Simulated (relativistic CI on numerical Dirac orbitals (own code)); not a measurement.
Crystal-field levels of Pd3+, 4d7

Calculated by Dirac-Coulomb-Breit CI, orbitals from a KLI potential per configuration, a model potential for QED, valence Slater integrals scaled by 0.75, one configuration in a parametric crystal field (own radial code).

Field parameters in Wybourne normalisation: Td as Oh with Dq negative (B⁴₀ = 21Dq, B⁴₄ = √(5/14) B⁴₀). The field is a parameter set, without covalency.

S and J are read from ⟨S²⟩ = S(S + 1) and ⟨J²⟩ = J(J + 1) of each level; they are not fictitious spins.

Td, 10Dq = -2650 cm⁻¹, the lowest 10 levels:

| E (cm⁻¹) | Degeneracy | Irrep | S | J |
| --- | --- | --- | --- | --- |
| 0.0 | 4 | Γ8 | 1.48 | 4.31 |
| 2026 | 4 | Γ8 | 1.47 | 4.42 |
| 2614 | 2 | Γ6 | 1.47 | 4.36 |
| 4283 | 4 | Γ8 | 1.48 | 3.30 |
| 4443 | 2 | Γ7 | 1.49 | 3.39 |
| 4702 | 2 | Γ6 | 1.49 | 3.65 |
| 6221 | 4 | Γ8 | 1.48 | 2.89 |
| 7197 | 2 | Γ7 | 1.47 | 2.63 |
| 7893 | 4 | Γ8 | 1.46 | 1.89 |
| 13770 | 2 | Γ6 | 0.56 | 4.44 |

Td, 10Dq = -19650 cm⁻¹, the lowest 10 levels:

| E (cm⁻¹) | Degeneracy | Irrep | S | J |
| --- | --- | --- | --- | --- |
| 0.0 | 4 | Γ8 | 1.49 | 3.69 |
| 13619 | 4 | Γ8 | 0.67 | 4.25 |
| 14635 | 2 | Γ6 | 0.60 | 3.92 |
| 15238 | 4 | Γ8 | 0.56 | 3.70 |
| 19857 | 2 | Γ6 | 1.45 | 3.74 |
| 19919 | 4 | Γ8 | 1.39 | 3.78 |
| 20088 | 4 | Γ8 | 1.43 | 3.60 |
| 20300 | 2 | Γ7 | 1.34 | 3.32 |
| 21564 | 2 | Γ7 | 0.87 | 3.74 |
| 22986 | 4 | Γ8 | 0.73 | 3.62 |

Td, 10Dq = -17550 cm⁻¹, the lowest 10 levels:

| E (cm⁻¹) | Degeneracy | Irrep | S | J |
| --- | --- | --- | --- | --- |
| 0.0 | 4 | Γ8 | 1.49 | 3.71 |
| 13206 | 4 | Γ8 | 0.79 | 4.23 |
| 14340 | 2 | Γ6 | 0.70 | 3.95 |
| 15091 | 4 | Γ8 | 0.63 | 3.68 |
| 17969 | 2 | Γ6 | 1.39 | 3.74 |
| 18131 | 4 | Γ8 | 1.39 | 3.46 |
| 18252 | 4 | Γ8 | 1.35 | 3.97 |
| 18397 | 2 | Γ7 | 1.47 | 3.24 |
| 20846 | 2 | Γ7 | 0.75 | 3.73 |
| 22312 | 4 | Γ8 | 0.78 | 3.55 |

The free-ion ground term has S = 3/2. Every field shown keeps that spin.

Levels of this model without a field, named by their leading LS term (the scale mimics covalency, so terms lie below those of the real free ion): ⁴F9/2 0, ⁴F7/2 2758, ⁴F5/2 4393, ⁴F3/2 5395, ⁴P3/2 12529, ⁴P5/2 12956, ²G9/2 13345, ⁴P1/2 14639 cm⁻¹.
